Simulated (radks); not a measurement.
The numbers below are computed, except where a source is named.
Problem. The table gives one normalised radial function P(r) = r R(r) (large component) of Ce9+ in [Kr] 4d10 5s2 5p1 (r in bohr). Level of theory: Dirac Kohn-Sham, LDA (Slater exchange, Perdew-Wang correlation), spin-unpolarised, spherical densities, finite nucleus; open shells fill j = l - 1/2 first; Fermi nuclear charge, rms radius 4.8771 fm (a radial shooting solver on a logarithmic mesh with Libxc functionals).

r,P
0.003852,0.2348
0.005793,0.2976
0.008781,0.3491
0.01321,0.3526
0.01986,0.2562
0.02986,0.0123
0.04491,-0.3440
0.06753,-0.5800
0.1016,-0.3088
0.1527,0.4853
0.2297,0.8392
0.3454,-0.1785
0.5194,-1.3999
0.7873,-1.1419
1.184,-0.3208
1.78,-0.0267
2.677,-0.0004
4.026,0.0000

Which n and l does it have? It may be an empty orbital.

Solution. n = 4, l = 0: the number of nodes gives n - l - 1 = 3, the rise at small r points to l (this Dirac orbital starts outside the nucleus as r^gamma with gamma = sqrt((l + 1)^2 - (Z/c)^2) = 0.91; the j = 1/2 orbital of l + 1 starts with the same power, but with a smaller coefficient, and then steepens), and the extent must fit the shell. The curve is that of 4s1/2. 4s1/2: eigenvalue -409.91 eV, 3 radial nodes at r = 0.0303, 0.121, 0.329 bohr, <r> = 0.633 bohr, 90 % of the charge inside 0.909 bohr.
